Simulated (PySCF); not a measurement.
PySCF 2.14 output of an unrestricted r2SCAN calculation on a single atom or ion in x2c-QZVPPall with one added diffuse shell each of s, p, d, f type (8s5p4d3f1g, 73 functions), with scalar relativity by spin-free X2C-1e:

```
SCF conv_tol = 1e-09
number electrons alpha = 4  beta = 2
    J. W. Furness, A. D. Kaplan, J. Ning, J. P. Perdew, and J. Sun.,  J. Phys. Chem. Lett. 11, 8208-8215 (2020)
    J. W. Furness, A. D. Kaplan, J. Ning, J. P. Perdew, and J. Sun.,  J. Phys. Chem. Lett. 11, 9248-9248 (2020)
    J. W. Furness, A. D. Kaplan, J. Ning, J. P. Perdew, and J. Sun.,  J. Phys. Chem. Lett. 11, 8208-8215 (2020)
    J. W. Furness, A. D. Kaplan, J. Ning, J. P. Perdew, and J. Sun.,  J. Phys. Chem. Lett. 11, 9248-9248 (2020)
cycle= 1 E= -53.188439103213  delta_E= -0.00429  |g|= 0.0136  |ddm|= 0.0539
cycle= 2 E= -53.1884953885584  delta_E= -5.63e-05  |g|= 0.00172  |ddm|= 0.00743
cycle= 3 E= -53.1884965508906  delta_E= -1.16e-06  |g|= 6.54e-05  |ddm|= 0.00142
cycle= 4 E= -53.1884965529418  delta_E= -2.05e-09  |g|= 7.48e-06  |ddm|= 8.81e-05
cycle= 5 E= -53.188496552967  delta_E= -2.52e-11  |g|= 1.43e-06  |ddm|= 1.25e-05
converged SCF energy = -53.188496552967  <S^2> = 2.0026044  2S+1 = 3.0017358
```

The run itself started from symmetry-adapted Hartree-Fock orbitals and held the occupation by maximum overlap, on a logarithmic radial grid, so the iterations belong to that start.

Q: Which element, charge and spin multiplicity is this?

A: N⁺ (nitrogen, charge +1), multiplicity 3; the state was [He] 2s2 2p1 3d1, one real determinant (an excited configuration).

⟨L²⟩ = 8.01 against 12 for a pure F term, so this real determinant mixes terms. The outer electron is Rydberg-like, and this basis confines it to a smaller radius and binds it less than a complete one would.
